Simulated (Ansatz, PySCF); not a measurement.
This PySCF input computes a PBE0/def2-TZVPD energy:

```python
from pyscf import gto, scf, dft

mol = gto.M(
    atom='''
    In   -0.00000000   -0.00000000   -1.59217154
    I     0.00000000    0.00000000    1.47200765
    ''',
    basis='def2-tzvpd',
    ecp='def2-tzvp',
    charge=-1,
    spin=1,
    symmetry='C2v',
    verbose=4,
)

mf = dft.UKS(mol, xc='pbe0').density_fit(auxbasis='def2-universal-jkfit')
mf.grids.level = 3
mf.conv_tol = 1e-9
mf.max_cycle = 100
mf.max_memory = 1500
mf.kernel()
if not mf.converged:
    mf = mf.newton()
    mf.kernel(mf.make_rdm1())
mf.analyze()
```

Q: Write an input for the same energy in Ansatz (a program for electronic structure) and say what it gives.

A: 
Ansatz 0.2 input:
```yaml
crystal:
  periodic: [false, false, false]
  atoms:
    - {symbol: In, position_ang: [-0.00000000, -0.00000000, -1.59217154]}
    - {symbol: I, position_ang: [0.00000000, 0.00000000, 1.47200765]}
basis:
  gaussian:
    orbitals: def2-TZVPD
hamiltonian:
  xc: {name: PBE0}
total_charge: -1
magnetization: {spin_polarized: true, initial_magnetization: 1}
output: {forces: true}
```
It gives -487.96387 Eh, and PySCF -487.96392 Eh, a difference of 0.05 mEh, from the treatment of integrals and grids.
